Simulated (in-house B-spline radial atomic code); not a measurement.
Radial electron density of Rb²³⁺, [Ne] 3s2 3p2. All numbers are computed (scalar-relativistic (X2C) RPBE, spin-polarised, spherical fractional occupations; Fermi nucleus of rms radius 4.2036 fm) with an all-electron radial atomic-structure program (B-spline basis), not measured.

One-electron X2C: radii and densities carry no picture-change correction, so inner-shell <1/r> comes out high (for 1s by about 2 % at Z = 33, 5 % at 54, 10 % at 75, 30 % at 118) and <r> low.

Columns: r (bohr), 4πr²n(r) (electrons per bohr), bar.

```
 0.00126    1.072 #
 0.00149    1.427 #
 0.00177    1.908 ##
 0.00209    2.517 ##
 0.00248    3.334 ###
 0.00294     4.39 ####
 0.00348    5.734 #####
 0.00412    7.441 ######
 0.00488    9.586 ########
 0.00578    12.23 ##########
 0.00684    15.41 #############
  0.0081    19.18 ################
  0.0096     23.5 ####################
  0.0114    28.31 ########################
  0.0135    33.23 ############################
  0.0159    37.84 ###############################
  0.0189    42.06 ###################################
  0.0224    45.02 #####################################
  0.0265    46.29 #######################################
  0.0314    45.68 ######################################
  0.0372    43.38 ####################################
   0.044    40.25 #################################
  0.0521    37.62 ###############################
  0.0617    37.02 ###############################
  0.0731    39.44 #################################
  0.0866     44.5 #####################################
   0.103    50.18 ##########################################
   0.121    52.88 ############################################
   0.144    50.16 ##########################################
    0.17    41.69 ###################################
   0.202    29.72 #########################
   0.239    19.55 ################
   0.283    14.12 ############
   0.335    13.03 ###########
   0.397    12.87 ###########
    0.47    10.75 #########
   0.557    6.781 ######
    0.66    3.072 ###
   0.781   0.9713 #
   0.926   0.1975 
     1.1  0.02348 
     1.3 0.001695 
    1.54 5.829e-05
```

On this grid the curve has 2 maxima, near 0.0265, 0.121 bohr.

The 3p up radial function P(r) = rR(r), positive near the nucleus:

```json
{"r (bohr)": "0.00126", "P": "0.001748"}
{"r (bohr)": "0.00177", "P": "0.003167"}
{"r (bohr)": "0.00248", "P": "0.005756"}
{"r (bohr)": "0.00348", "P": "0.01053"}
{"r (bohr)": "0.00488", "P": "0.01927"}
{"r (bohr)": "0.00684", "P": "0.03509"}
{"r (bohr)": "0.0096", "P": "0.06347"}
{"r (bohr)": "0.0135", "P": "0.1134"}
{"r (bohr)": "0.0189", "P": "0.196"}
{"r (bohr)": "0.0265", "P": "0.3273"}
{"r (bohr)": "0.0372", "P": "0.5175"}
{"r (bohr)": "0.0521", "P": "0.7509"}
{"r (bohr)": "0.0731", "P": "0.9603"}
{"r (bohr)": "0.103", "P": "0.9865"}
{"r (bohr)": "0.144", "P": "0.6226"}
{"r (bohr)": "0.202", "P": "-0.2207"}
{"r (bohr)": "0.283", "P": "-1.226"}
{"r (bohr)": "0.397", "P": "-1.71"}
{"r (bohr)": "0.557", "P": "-1.27"}
{"r (bohr)": "0.781", "P": "-0.4883"}
{"r (bohr)": "1.1", "P": "-0.0787"}
{"r (bohr)": "1.54", "P": "-0.004127"}
```
